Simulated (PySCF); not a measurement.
Members of the series nitrenes, diatomics and small unsaturated species; each row names its spin state. All species are isolated molecules in the gas phase. One relaxed conformer stands for each flexible species; it need not be the lowest. Strings in code marks are SMILES.

These are B3LYP-D3(BJ)/def2-TZVP (PySCF) values and carry that method's errors. All candidates: neutral, multiplicity 3. B3LYP has the VWN-RPA correlation part, as in Gaussian. 

```yaml
highest_occupied_spin_orbital: -5.21 eV
dipole_moment: 0.22 D
```

Problem. Which member has these values?
A. `[C]=[SiH2]` (near-degenerate triplet)
B. `[GaH]` (excited triplet)
C. `[C]=C=C` (excited triplet)
D. `[BH]` (excited triplet)

Solution. D, `[BH]` (excited triplet). The others give `[GaH]` (excited triplet): -3.83 eV, 0.21 D; `[C]=[SiH2]` (near-degenerate triplet): -6.77 eV, 2.49 D; `[C]=C=C` (excited triplet): -6.39 eV, 2.46 D
